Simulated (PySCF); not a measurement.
Shapes and spin states of RuH6

All numbers come from PBE0/[Ru def2-TZVP with ECP28, H def2-TZVP], scalar-relativistic core potentials, density fitting, no spin–orbit coupling, PySCF.

Relaxations began from a few typed shapes and spin states; open shells are unrestricted. The search is not exhaustive: other isomers or separated fragments can lie lower, and high-lying points may rest on an excited occupation.

```csv
spin,group,bonds,angles,imaginary modes (cm⁻¹),ΔE (kJ/mol),ΔE with ZPE (kJ/mol)
triplet,C2v,"H–H 0.845 Å (×2), Ru–H 1.622 Å (×2), Ru–H 1.773 Å (×2), Ru–H 1.834 Å (×2)","H–H–Ru 72.5° (×2), H–H–Ru 80.5° (×2), H–Ru–H 27.0° (×2), H–Ru–H 68.5° (×2), H–Ru–H 84.4° (×2)",none,0.0,0.0
triplet,C2v,"H–H 0.834 Å (×2), Ru–H 1.606 Å (×2), Ru–H 1.820 Å (×4)","H–H–Ru 76.8° (×4), H–Ru–H 26.5° (×2), H–Ru–H 59.1°, H–Ru–H 91.8° (×4), H–Ru–H 112.5° (×2)","433i, 366i, 279i",35.1,–
broken-symmetry Ms = 0 (⟨S²⟩ 0.97),D2h,"H–H 0.889 Å (×2), Ru–H 1.689 Å (×2), Ru–H 1.705 Å (×4)","H–H–Ru 74.9° (×4), H–Ru–H 30.2° (×2), H–Ru–H 74.9° (×4), H–Ru–H 105.1° (×4), H–Ru–H 149.8° (×2)",546i,48.6,–
"singlet (closed shell, unstable to spin polarisation)",D2h,"H–H 0.915 Å (×2), Ru–H 1.671 Å (×2), Ru–H 1.691 Å (×4)","H–H–Ru 74.3° (×4), H–Ru–H 31.4° (×2), H–Ru–H 74.3° (×4), H–Ru–H 105.7° (×4), H–Ru–H 148.6° (×2)",none,112.3,111.9
```

The lowest minimum found is the triplet C2v: H–H 0.845 Å (×2), Ru–H 1.622 Å (×2), Ru–H 1.773 Å (×2), Ru–H 1.834 Å (×2); H–H–Ru 72.5° (×2), H–H–Ru 80.5° (×2), H–Ru–H 27.0° (×2), H–Ru–H 68.5° (×2), H–Ru–H 84.4° (×2).

For the lowest minimum: other spin states or occupations of the open shell can lie lower.

The electron or spin density has lower symmetry than the nuclear frame for the broken-symmetry Ms = 0 (⟨S²⟩ 0.97) D2h at 48.6 kJ/mol.
